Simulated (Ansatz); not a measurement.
Geometry optimisation, RKS B3LYP-D4/def2-SVP (Ansatz 0.2.0).

Input:

```yaml
crystal:
  periodic: [false, false, false]
  atoms:
    - { symbol: Ti, position_ang: [-0.41458, -0.099326, -0.702408] }
    - { symbol: F, position_ang: [0.297333, 1.031611, 2.016006] }
    - { symbol: "N", position_ang: [1.341277, -0.349163, -0.243658] }
    - { symbol: H, position_ang: [2.066924, -0.864548, -0.734792] }
    - { symbol: H, position_ang: [1.670465, 0.125038, 0.594561] }
    - { symbol: F, position_ang: [-0.821602, 1.586445, -1.022561] }
    - { symbol: F, position_ang: [-0.701545, -0.993698, -2.175354] }
    - { symbol: O, position_ang: [-1.508517, -0.739575, 0.689104] }
    - { symbol: H, position_ang: [-2.474035, -0.732302, 0.625376] }
    - { symbol: H, position_ang: [-0.36852, 0.405816, 2.179027] }
basis:
  gaussian: { orbitals: def2-SVP }
hamiltonian:
  xc: b3lyp
  dispersion: d4
relax:
  f_tol: 0.03
  max_steps: 50
```

Run as:

```bash
$ ansatz run input.yaml --threads 4 --pin off --max-ram 5120MiB --backend cpu --events-out ev --progress --plain --runs-dir out
```

Problem. Where does it end, and by what steps?

Solution. The run converged. After 12 steps the energy has fallen by 0.218 eV; H10 moved furthest, 0.48 Å. Joined: Ti1–F2 (3.03 → 2.50 Å).

| step | energy less start (eV) | largest force component (eV/Å) | accepted |
| --- | --- | --- | --- |
| 0 | 0.0000 | 1.128 | yes |
| 1 | -0.1282 | 0.344 | yes |
| 2 | -0.1876 | 0.302 | yes |
| 3 | -0.1782 | 1.388 | no |
| 4 | -0.1968 | 0.081 | yes |
| 5 | -0.2020 | 0.153 | yes |
| 6 | -0.2054 | 0.171 | yes |
| 7 | -0.2090 | 0.189 | yes |
| 8 | -0.2115 | 0.256 | yes |
| 9 | -0.2152 | 0.162 | yes |
| 10 | -0.2172 | 0.055 | yes |
| 11 | -0.2177 | 0.041 | yes |
| 12 | -0.2178 | 0.009 | yes |

```xyz
10
Properties=species:S:1:pos:R:3
Ti -0.364 0.012 -0.518
F 0.061 0.979 1.751
N 1.425 -0.368 -0.230
H 2.051 -0.833 -0.885
H 1.905 -0.031 0.602
F -0.671 1.680 -0.979
F -0.749 -0.930 -1.931
O -1.496 -0.572 0.834
H -2.377 -0.958 0.757
H -0.699 0.393 1.824
```

The run took 65 s on 4 threads of Intel(R) Xeon(R) Platinum 8259CL CPU @ 2.50GHz (Skylake/Cascade Lake) (shared host), peak memory 0.35 GiB.
